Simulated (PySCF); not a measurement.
CH₅ISi, SMILES C[SiH2]I. Geometry optimised at B3LYP-D3(BJ)/def2-SVP. The def2 effective core potentials stand for the cores of I; spin–orbit coupling is left out.

Method: B3LYP-D3(BJ)/def2-SVP in PySCF.

Harmonic wavenumbers (cm⁻¹): 161, 172, 342, 477, 632, 681, 733, 888, 891, 953, 1271, 1427, 1434, 2234, 2241, 3032, 3125, 3141. Rotational constants (GHz): 14.43, 1.843, 1.684; symmetry number 1.

### Question
Work out the zero-point energy and the ideal-gas rigid-rotor harmonic-oscillator thermochemistry at 298.15 K and 1 atm.

### Answer
ZPE = ½ Σ hcν = ½ × 23833 cm⁻¹ = 142.56 kJ/mol. H − E(el) = 158.74 kJ/mol. Entropy in J/(mol K): translation 172.95, rotation 110.36, vibration 34.85, total 318.16. G − E(el) = 63.88 kJ/mol. Cp = 79.64 J/(mol K).
